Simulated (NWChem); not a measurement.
Species: MgSiH4; SMILES [MgH][SiH3]

Results from NWChem. Pople sets run with spherical d functions. Geometry: optimised at PBE-D3(BJ)/def2-SVP.

Taking Hartree-Fock/6-311++G** as the yardstick, which of these has the fewest basis functions while keeping “highest occupied level (eV)” within 0.05 eV of it: Hartree-Fock/6-31+G*; Hartree-Fock/6-311G**; Hartree-Fock/6-31G*; Hartree-Fock/3-21G; Hartree-Fock/STO-3G?

Hartree-Fock/6-31G*.
| level | basis functions | highest occupied level (eV) |
|---|---|---|
| Hartree-Fock/STO-3G | 22 | -5.79 |
| Hartree-Fock/3-21G | 34 | -9.24 |
| Hartree-Fock/6-31G* | 44 | -9.12 |
| Hartree-Fock/6-31+G* | 52 | -9.17 |
| Hartree-Fock/6-311G** | 76 | -9.15 |
| Hartree-Fock/6-311++G** | 88 | -9.16 |

The yardstick is one finite set, not the basis-set limit.
